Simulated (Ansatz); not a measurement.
Other settings, tried on B2(Cl)4 (B₂Cl₄).

```yaml
crystal:
  periodic: [false, false, false]
  atoms:
    - {symbol: B, position_ang: [0.075854, 0.573316, -0.618312]}
    - {symbol: Cl, position_ang: [-1.342814, 1.364338, -1.263764]}
    - {symbol: Cl, position_ang: [1.649161, 0.974914, -1.263820]}
    - {symbol: B, position_ang: [-0.074444, -0.573281, 0.619183]}
    - {symbol: Cl, position_ang: [-0.187728, -0.060857, 2.285659]}
    - {symbol: Cl, position_ang: [-0.120020, -2.278439, 0.241056]}
basis:
  gaussian: {orbitals: "6-31G*"}
magnetization: {spin_polarized: false, initial_magnetization: 2}
hamiltonian: {xc: {name: wB97X}}
scf: {omitted_lower_state_checks: [starts]}
output: {forces: true}
```

```sh
$ ansatz run in.yaml --threads 2 --pin off --events-out ev --progress --plain --max-ram 32768MiB --backend cpu
```

Output, abridged:

```
Functional definition: wB97X
943 factors; integrals over basis functions are off by at most 1.0e-3 eV
237 factors; integrals over basis functions are off by at most 4.2e-6 eV
mean field evaluation 1: about -51438.9734 eV, gradient 1.8e1 eV
mean field evaluation 2: about -51439.0209 eV, gradient 1.8e1 eV
mean field evaluation 4: about -51440.2377 eV, gradient 2.6e0 eV
mean field evaluation 8: about -51440.2724 eV, gradient 2.7e-1 eV
mean field evaluation 16: about -51440.2730 eV, gradient 2.0e-3 eV
mean field -51440.27304744 eV, -1890.3951670240 hartree, gradient 1.3e-5 eV, S^2 2.000000; 0 other end points of the search recorded, 0 dependent functions left out
reference -51440.27302169 eV, -1890.3951660776 hartree; 40, 38 occupied and 66, 68 virtual orbitals, 943 factors
Total energy: -51440.27302169 eV, -1890.3951660776 hartree
Atom 0 at     0.075854     0.573316    -0.618312 Å, force     0.155840     1.254268    -1.355776 eV/Å
Atom 1 at    -1.342814     1.364338    -1.263764 Å, force    -0.314220     0.083535     0.688732 eV/Å
Atom 2 at     1.649161     0.974914    -1.263820 Å, force     0.238411    -0.723300     0.004375 eV/Å
Atom 3 at    -0.074444    -0.573281     0.619183 Å, force    -0.165493    -1.247870     1.345400 eV/Å
Atom 4 at    -0.187728    -0.060857     2.285659 Å, force    -0.462553     0.583856    -0.155174 eV/Å
Atom 5 at    -0.120020    -2.278439     0.241056 Å, force     0.548014     0.049511    -0.527556 eV/Å
Dipole moment:     0.000379    -0.000501     0.000732 e Å
Checks for a lower state left out: starts
```

It took 17 s on 2 threads of AMD EPYC 7R13 on a shared host.

The 6-31G sets use Cartesian d functions.

With spin_polarized false and unpaired electrons the run is restricted open-shell.
